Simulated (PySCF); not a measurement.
# What builds the third ionisation energy along the second row

Calculated with PySCF 2.14 from differences of total energies of unrestricted determinants, without spin-orbit coupling. Each column adds one step, in eV (sums use unrounded values): valence MP2, valence CCSD, valence triples, then the next inner shell at CCSD(T) (C 1s, N 1s, O 1s, F 1s, Ne 1s). References (NIST) marked * lie between the lowest fine-structure levels; the others compare directly ((s) semi-empirical, (t) theoretical).

| element | UHF | + MP2 | + CCSD | + (T) | + inner shell | sum | reference |
| --- | --- | --- | --- | --- | --- | --- | --- |
| C [He] 2s2 → [He] 2s1 (aug-cc-pCVTZ-DK, spin-free X2C) | 45.800 | 1.203 | 0.801 | 0.000 | 0.034 | 47.838 | 47.888 |
| N [He] 2s2 2p1 → [He] 2s2 (aug-cc-pCVTZ-DK, spin-free X2C) | 47.263 | 0.198 | -0.242 | 0.029 | 0.067 | 47.315 | 47.445 (s) * |
| O [He] 2s2 2p2 → [He] 2s2 2p1 (aug-cc-pCVTZ-DK, spin-free X2C) | 54.578 | 0.394 | -0.213 | 0.011 | 0.058 | 54.828 | 54.936 (s) * |
| F [He] 2s2 2p3 → [He] 2s2 2p2 (aug-cc-pCVTZ-DK, spin-free X2C) | 62.224 | 0.596 | -0.221 | 0.002 | 0.050 | 62.652 | 62.708 (s) * |
| Ne [He] 2s2 2p4 → [He] 2s2 2p3 (aug-cc-pCVTZ-DK, spin-free X2C) | 61.801 | 1.222 | 0.031 | 0.019 | 0.035 | 63.109 | 63.423 * |

What remains against the references is mostly basis incompleteness and, for starred values, spin-orbit coupling.

**Question.** What share of the correlation contribution for Ne comes from the inner shell?

**Answer.** The four steps add to 1.307 eV, of which the inner shell gives 0.035 eV, or 3 %.
